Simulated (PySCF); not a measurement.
Compound: H5PSn.
Atom-mapped SMILES: `[PH2:1][SnH3:2]` (hydrogens: H3, H4 on P1; H5, H6, H7 on Sn2)

Method: PySCF, PBE0-D3(BJ)/def2-SVP geometry optimisation, gas phase, def2 core potentials past Kr.

Task: Give the optimised bond lengths and angles.

Result: 
| bond | length (Å) | order |
| --- | --- | --- |
| P1–Sn2 | 2.524 | single |
| P1–H3, P1–H4 | 1.430 | single |
| Sn2–H5, Sn2–H6, Sn2–H7 | 1.714 | single |

Bonds in one row agree within 0.01 Å and their mean is given. Orders are formal, as drawn. A selection of angles:
| angle | degrees |
| --- | --- |
| Sn2–P1–H3 | 92.6 |
| H3–P1–H4 | 92.9 |
| P1–Sn2–H5 | 108.5 |
| P1–Sn2–H7 | 112.3 |
| H5–Sn2–H6 | 109.3 |

Sn2 (tin bonded to P and 3 H) is tetrahedral (angles from 107.9° to 112.3°). P1 (three-coordinate phosphorus) is pyramidal (angles 92.9°, 92.9° and 92.6°, sum 278.5°, 0.89 Å off the plane of its three neighbours).

Point group: Cs (every atom within 0.08 Å of its image). PBE0-D3(BJ)/def2-SVP frequencies: not computed here.
